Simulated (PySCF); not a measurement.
Job for PySCF: D3(BJ) and D4 dispersion corrections on FHOSn (SMILES [OH][Sn][F]), a point of a torsion scan.

```python
from pyscf import gto
from pyscf.dispersion import dftd3, dftd4

mol = gto.M(
    atom='''
    O    -1.03094198    0.05722285    0.04412164
    Sn    0.71705879    0.98513272   -0.08742189
    F     2.12769300   -0.55991444    0.08877569
    H    -1.81357241   -0.48194859   -0.04397631
    ''',
    basis='def2-svp',
    charge=0, spin=0, verbose=0, max_memory=1800)
d3, d4 = {}, {}
for xc in ['hf', 'pbe', 'blyp', 'revpbe', 'tpss', 'r2scan', 'b3lyp', 'pbe0', 'bhlyp', 'camb3lyp', 'b2plyp']:
    d3[xc] = float(dftd3.DFTD3Dispersion(mol, xc=xc, version='d3bj', atm=False).get_dispersion()['energy'])
    print(f'D3(BJ) {xc:10s} {d3[xc]:14.8f} Eh')
for xc in ['hf', 'pbe', 'blyp', 'revpbe', 'tpss', 'r2scan', 'b3lyp', 'pbe0', 'bhlyp', 'camb3lyp', 'b2plyp']:
    d4[xc] = float(dftd4.DFTD4Dispersion(mol, xc={'camb3lyp': 'cam-b3lyp'}.get(xc, xc), atm=True).get_dispersion()['energy'])
    print(f'D4     {xc:10s} {d4[xc]:14.8f} Eh')
```

The log:

```
D3(BJ) hf            -0.01692488 Eh
D3(BJ) pbe           -0.00180048 Eh
D3(BJ) blyp          -0.00422078 Eh
D3(BJ) revpbe        -0.00436000 Eh
D3(BJ) tpss          -0.00235822 Eh
D3(BJ) r2scan        -0.00046927 Eh
D3(BJ) b3lyp         -0.00351854 Eh
D3(BJ) pbe0          -0.00163490 Eh
D3(BJ) bhlyp         -0.00305995 Eh
D3(BJ) camb3lyp      -0.00161877 Eh
D3(BJ) b2plyp        -0.00178935 Eh
D4     hf            -0.00767782 Eh
D4     pbe           -0.00217799 Eh
D4     blyp          -0.00480320 Eh
D4     revpbe        -0.00600375 Eh
D4     tpss          -0.00292526 Eh
D4     r2scan        -0.00046277 Eh
D4     b3lyp         -0.00359964 Eh
D4     pbe0          -0.00182224 Eh
D4     bhlyp         -0.00305583 Eh
D4     camb3lyp      -0.00187209 Eh
D4     b2plyp        -0.00148890 Eh
```

The run finished.

Cost: very roughly 0.020 core-seconds.
